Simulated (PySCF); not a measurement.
Zr(NH2)2Cl2 (singlet state).
Bonds: Zr1–N2, Zr1–N5, Zr1–Cl8, Zr1–Cl9. Hydrogens: H3, H4 on N2; H6, H7 on N5.

The calculation used PySCF 2.14.0, PBE0-D3(BJ)/def2-SVP geometry optimisation, gas phase, def2 core potentials past Kr.

Q: Give the optimised bond lengths and angles.

A: 
```json
{"bond": "Zr1–N2, Zr1–N5", "length (pm)": "200.5"}
{"bond": "Zr1–Cl8, Zr1–Cl9", "length (pm)": "236.5"}
{"bond": "N2–H3 and 3 like bonds", "length (pm)": "101.9"}
```

Bonds in one row agree within 1 pm and their mean is given. A selection of angles:
```json
{"angle": "N2–Zr1–N5", "degrees": "106.8"}
{"angle": "N2–Zr1–Cl8", "degrees": "110.4"}
{"angle": "N5–Zr1–Cl8", "degrees": "108.0"}
{"angle": "Cl8–Zr1–Cl9", "degrees": "114.0"}
{"angle": "Zr1–N2–H3", "degrees": "125.7"}
{"angle": "H3–N2–H4", "degrees": "108.7"}
{"angle": "Zr1–N5–H6", "degrees": "129.3"}
{"angle": "Zr1–N5–H7", "degrees": "122.0"}
```

N2 (nitrogen bonded to Zr and 2 H) is planar (angles 125.7°, 125.0° and 108.7°, sum 359.4°, 0.05 Å off the plane of its three neighbours). Zr1 (zirconium bonded to 2 Cl and 2 N) is distorted tetrahedral (angles from 106.8° to 114.0°).

Point group: Cs (every atom within 0.08 Å of its image). No PBE0-D3(BJ)/def2-SVP frequencies stand behind this structure, so it isn't proved a minimum. Torsions: N5–Zr1–N2–H 94° and -95°, N2–Zr1–N5–H 0° and 180°.
